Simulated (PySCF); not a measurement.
F$_{3}$Ga, singlet, geometry from GFN2-xTB (such geometries of metal compounds can be far from the true shape) (core potentials on Ga).

PySCF was given this input:
```python
from pyscf import gto, scf, dft

mol = gto.M(
    atom='''
Ga    0.000000    0.000000    0.000000
F    -1.469133   -0.916593    0.051507
F     0.004224    1.591957   -0.683230
F     1.464908   -0.675364    0.631723
''',
    basis='lanl2dz',
    ecp={'Ga': 'lanl2dz'},
    charge=0,
    spin=0,
    verbose=5,
)

mf = dft.RKS(mol)
mf.xc = 'camb3lyp'
mf = mf.density_fit(auxbasis='def2-universal-jkfit')
mf.kernel()
```

Task: What nuclear repulsion energy does DF-CAMB3LYP/LANL2DZ (PySCF) give?

Result: 67.5976 Eh

Task: What is the computed Mulliken (on the basis functions themselves) charges in atom order (DF-CAMB3LYP/LANL2DZ)?

Result: Ga1 1.63, F2 -0.54, F3 -0.54, F4 -0.54

Task: Give the number of basis functions at the level DF-CAMB3LYP/LANL2DZ.

Result: 35

Task: Predict the total energy from DF-CAMB3LYP/LANL2DZ.

Result: -301.6976 Eh

Task: What dipole moment does DF-CAMB3LYP/LANL2DZ give?

Result: 0.00 D

Task: Predict the HOMO energy from DF-CAMB3LYP/LANL2DZ.

Result: -13.24 eV
